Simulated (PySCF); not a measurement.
## Molecular orbitals of ScSe

BP86 at R = 2.256 Å; PySCF, spin-free X2C with a Gaussian nucleus, basis sets Sc x2c-TZVPPall, Se x2c-TZVPPall. State: ²Σ⁺ (doublet), unpaired electrons σ ↑. Only the outer orbitals are listed, counted within each symmetry.

```json
{"spin": "α", "orbital": "5π", "occ.": "1", "ε (eV)": "-33.63", "on Sc (%)": "100", "main shells (%)": "100 Sc p"}
{"spin": "α", "orbital": "5π", "occ.": "1", "ε (eV)": "-33.63", "on Sc (%)": "100", "main shells (%)": "100 Sc p"}
{"spin": "α", "orbital": "11σ", "occ.": "1", "ε (eV)": "-33.26", "on Sc (%)": "99", "main shells (%)": "99 Sc p"}
{"spin": "α", "orbital": "12σ", "occ.": "1", "ε (eV)": "-15.52", "on Sc (%)": "8", "main shells (%)": "92 Se s"}
{"spin": "α", "orbital": "13σ", "occ.": "1", "ε (eV)": "-6.10", "on Sc (%)": "31", "main shells (%)": "67 Se p, 15 Sc s, 14 Sc d"}
{"spin": "α", "orbital": "6π", "occ.": "1", "ε (eV)": "-5.58", "on Sc (%)": "29", "main shells (%)": "71 Se p, 24 Sc d"}
{"spin": "α", "orbital": "6π", "occ.": "1", "ε (eV)": "-5.58", "on Sc (%)": "29", "main shells (%)": "71 Se p, 24 Sc d"}
{"spin": "α", "orbital": "14σ", "occ.": "1", "ε (eV)": "-4.36", "on Sc (%)": "98", "main shells (%)": "66 Sc s, 27 Sc d"}
{"spin": "α", "orbital": "2δ", "occ.": "0", "ε (eV)": "-3.61", "on Sc (%)": "100", "main shells (%)": "100 Sc d"}
{"spin": "α", "orbital": "2δ", "occ.": "0", "ε (eV)": "-3.61", "on Sc (%)": "100", "main shells (%)": "100 Sc d"}
{"spin": "α", "orbital": "7π", "occ.": "0", "ε (eV)": "-2.93", "on Sc (%)": "89", "main shells (%)": "61 Sc d, 27 Sc p, 11 Se p"}
{"spin": "β", "orbital": "5π", "occ.": "1", "ε (eV)": "-33.42", "on Sc (%)": "100", "main shells (%)": "100 Sc p"}
{"spin": "β", "orbital": "5π", "occ.": "1", "ε (eV)": "-33.42", "on Sc (%)": "100", "main shells (%)": "100 Sc p"}
{"spin": "β", "orbital": "11σ", "occ.": "1", "ε (eV)": "-32.80", "on Sc (%)": "98", "main shells (%)": "98 Sc p"}
{"spin": "β", "orbital": "12σ", "occ.": "1", "ε (eV)": "-15.54", "on Sc (%)": "8", "main shells (%)": "92 Se s"}
{"spin": "β", "orbital": "13σ", "occ.": "1", "ε (eV)": "-5.99", "on Sc (%)": "27", "main shells (%)": "71 Se p, 15 Sc d, 11 Sc s"}
{"spin": "β", "orbital": "6π", "occ.": "1", "ε (eV)": "-5.57", "on Sc (%)": "26", "main shells (%)": "73 Se p, 21 Sc d"}
{"spin": "β", "orbital": "6π", "occ.": "1", "ε (eV)": "-5.57", "on Sc (%)": "26", "main shells (%)": "73 Se p, 21 Sc d"}
{"spin": "β", "orbital": "14σ", "occ.": "0", "ε (eV)": "-3.34", "on Sc (%)": "99", "main shells (%)": "73 Sc s, 18 Sc d"}
{"spin": "β", "orbital": "2δ", "occ.": "0", "ε (eV)": "-3.04", "on Sc (%)": "100", "main shells (%)": "100 Sc d"}
{"spin": "β", "orbital": "2δ", "occ.": "0", "ε (eV)": "-3.04", "on Sc (%)": "100", "main shells (%)": "100 Sc d"}
```

**Question.** Which are the highest filled and the lowest empty level, where do they sit, and how wide is the gap?

**Answer.** Highest filled α 14σ at -4.36 eV (in %: 66 Sc s, 27 Sc d); lowest empty α 2δ at -3.61 eV (in %: 100 Sc d); the gap at BP86 is 0.75 eV.

The bond order (Mayer) is 2.61. The ⟨S²⟩ is 0.754 and the charge on Sc (Mulliken, basis-dependent) is 0.20. The charge on Sc (Löwdin, basis-dependent) is -0.62 and the dipole moment (positive dipole means Sc(−)Se(+)) is -5.07 D.

Spin–orbit coupling is left out. The state is the lowest single determinant that the PBE0 search found; with open d or f shells the true ground state can be another one.
